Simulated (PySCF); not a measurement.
**Stretching RhC**

Set-up: basis Rh def2-TZVPP with ECP28, C def2-TZVPP; scalar-relativistic core potentials; PySCF 2.14. Energies in eV from Rh (4d8 5s1) + C in their ground configurations at the same level. State: ²Σ⁺ (doublet), unpaired electrons σ ↑.

All columns are r²SCAN. A positive dipole means Rh(−)C(+).

```
R (Å)  E (eV)  μ (D)  Mulliken charge on Rh (basis-dependent)  HOMO (eV)  LUMO (eV)  Mayer bond order  ⟨S²⟩
1.368  -4.035  -0.64                                     0.35      -4.67      -3.21              2.86  0.75
1.432  -5.119  -0.93                                     0.33      -4.76      -3.33              2.85  0.75
1.496  -5.739  -1.21                                     0.30      -4.83      -3.44              2.87  0.75
1.543  -5.974  -1.41                                     0.27      -4.88      -3.51              2.88  0.75
1.591  -6.056  -1.61                                     0.24      -4.91      -3.57              2.89  0.75
1.639  -6.020  -1.80                                     0.21      -4.93      -3.62              2.89  0.75
1.702  -5.834  -2.03                                     0.17      -4.96      -3.67              2.88  0.75
1.782  -5.445  -2.24                                     0.13      -4.99      -3.72              2.85  0.76
1.877  -4.842  -2.42                                     0.09      -5.02      -3.77              2.80  0.76
2.005  -3.933  -2.53                                     0.07      -4.90      -3.83              2.72  0.76
```

A fit through these points gives, at Re = 1.599 Å, μ = -1.64 D and dμ/dR = -4.10 D/Å; the reduced mass is 10.75 u.

Q: How strong is the fundamental in the double-harmonic approximation, I = 42.26·(dμ/dR)²/μred km/mol?

A: I = 42.26·(-4.10)²/10.75 = 66.1 km/mol at r²SCAN.

The metal atom is held in its measured ground configuration; semilocal functionals can put another filling of s and d lower by some tenths of an eV, and De to that atom would be smaller. Spin–orbit coupling is left out, which matters for elements this heavy, above all for dissociation energies. With d or f electrons several states lie close, and the lowest PBE0 determinant need not be the measured ground state.
